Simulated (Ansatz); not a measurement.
A made-up structure of BSiH$_{3}$Cl$_{2}$, closed shell:

Cl1  (-1.634, -1.823, -0.439)
B2  (-0.170, -1.165, 0.207)
Si3  (0.313, 0.777, -0.027)
Cl4  (-1.117, 1.804, -1.091)
H5  (0.566, -0.374, -0.820)
H6  (0.458, 1.427, 1.302)
H7  (1.605, 0.896, -0.752)
(Å)

It is relaxed with PBE-D4/def2-SVP and then PBE0-D4/def2-TZVP (Ansatz 0.2.0). Atoms count as bonded within 1.22 times the sum of their covalent radii (H–H: 0.88 Å). The end point is not checked to be a true minimum.

Task: Does its bonding change? (Judge from chemistry; the calculation decides.)

Result: Computed: Yes. Formed: B2–H5; broken: Si3–H5.

Where it ends: The first stage lowers the energy by 4.15 eV in 13 steps. It ends as BSiH₃Cl₂ ([Cl][BH][SiH2][Cl]):
```xyz
7
angstrom
Cl -0.0771 -2.1935 0.4654
B -0.3748 -0.8501 -0.5974
Si 0.2591 0.9635 0.0108
Cl -0.1835 2.4198 -1.3797
H -0.9367 -1.0849 -1.6222
H -0.3974 1.3354 1.2908
H 1.7312 0.9531 0.2127
```

Labels in which every atom is bracketed show which atoms are joined, not bond orders.

For scale, one of the runs: PBE0-D4/def2-TZVP relaxation, 160 basis functions, launched by `ansatz run in.yaml --threads 2 --pin off --events-out ev --progress --plain --max-ram 4352MiB`. Hardware: 2 CPU threads of an AMD EPYC 9R45, shared host. Wall time about 44 s.
